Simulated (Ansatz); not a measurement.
`C[B@H-]1[SH+][B@@H-](C)[SH+]1`, relaxed with RKS PBE0-D4/def2-TZVP in the Gaussian-basis code of Ansatz from a PBE-D4/def2-SVP geometry. The force threshold is 0.005 eV/Å; the program also tests the step.

The species carries charge 0 and has multiplicity 1.

Start:

```xyz
16

C    -1.026   -1.886   -0.865
B    -1.340   -0.363   -0.518
S    -0.862    0.062    1.388
B     0.453    1.312    0.519
C     1.953    0.898    0.859
S    -0.047    0.904   -1.379
H    -1.723   -2.560   -0.323
H     0.007   -2.201   -0.601
H    -1.166   -2.080   -1.950
H    -2.459    0.073   -0.735
H    -1.852    0.960    1.647
H     0.091    2.456    0.741
H     2.174    1.087    1.931
H     2.672    1.505    0.268
H     2.178   -0.172    0.660
H     0.946    0.004   -1.643
```

```json
{"step": "1", "energy (eV)": "-25252.4511", "largest force (eV/Å)": "0.508", "largest move (Å)": "0.000"}
{"step": "2", "energy (eV)": "-25252.5024", "largest force (eV/Å)": "0.200", "largest move (Å)": "0.026"}
{"step": "3", "energy (eV)": "-25252.5086", "largest force (eV/Å)": "0.037", "largest move (Å)": "0.016"}
{"step": "4", "energy (eV)": "-25252.5089", "largest force (eV/Å)": "0.013", "largest move (Å)": "0.009"}
{"step": "5", "energy (eV)": "-25252.5092", "largest force (eV/Å)": "0.011", "largest move (Å)": "0.012"}
{"step": "6", "energy (eV)": "-25252.5096", "largest force (eV/Å)": "0.153", "largest move (Å)": "0.192"}
{"step": "7", "energy (eV)": "-25252.5135", "largest force (eV/Å)": "0.080", "largest move (Å)": "0.029"}
{"step": "8", "energy (eV)": "-25252.5157", "largest force (eV/Å)": "0.019", "largest move (Å)": "0.081"}
{"step": "9", "energy (eV)": "-25252.5194", "largest force (eV/Å)": "0.062", "largest move (Å)": "0.117"}
{"step": "10 (rejected)", "energy (eV)": "-25252.5165", "largest force (eV/Å)": "0.270", "largest move (Å)": "0.197"}
{"step": "11", "energy (eV)": "-25252.5227", "largest force (eV/Å)": "0.079", "largest move (Å)": "0.094"}
{"step": "12", "energy (eV)": "-25252.5239", "largest force (eV/Å)": "0.104", "largest move (Å)": "0.098"}
{"step": "13", "energy (eV)": "-25252.5251", "largest force (eV/Å)": "0.072", "largest move (Å)": "0.009"}
{"step": "14", "energy (eV)": "-25252.5259", "largest force (eV/Å)": "0.005", "largest move (Å)": "0.015"}
{"step": "15", "energy (eV)": "-25252.5261", "largest force (eV/Å)": "0.009", "largest move (Å)": "0.030"}
{"step": "16", "energy (eV)": "-25252.5261", "largest force (eV/Å)": "0.007", "largest move (Å)": "0.016"}
{"step": "17", "energy (eV)": "-25252.5261", "largest force (eV/Å)": "0.001", "largest move (Å)": "0.002"}
```

End:

```xyz
16

C    -1.372   -1.927   -1.016
B    -1.231   -0.423   -0.549
S    -0.557   -0.220    1.319
B     0.529    1.223    0.469
C     2.034    1.257    0.954
S     0.274    0.555   -1.372
H    -2.187   -2.422   -0.478
H    -0.468   -2.523   -0.853
H    -1.613   -1.980   -2.083
H    -2.171    0.316   -0.664
H    -1.549    0.510    1.852
H    -0.124    2.229    0.520
H     2.094    1.580    1.999
H     2.615    1.973    0.363
H     2.538    0.288    0.887
H     1.187   -0.436   -1.347
```

Run time 110 s (4 threads of an Arm Neoverse V2 on a shared host); peak host memory 0.92 GiB.
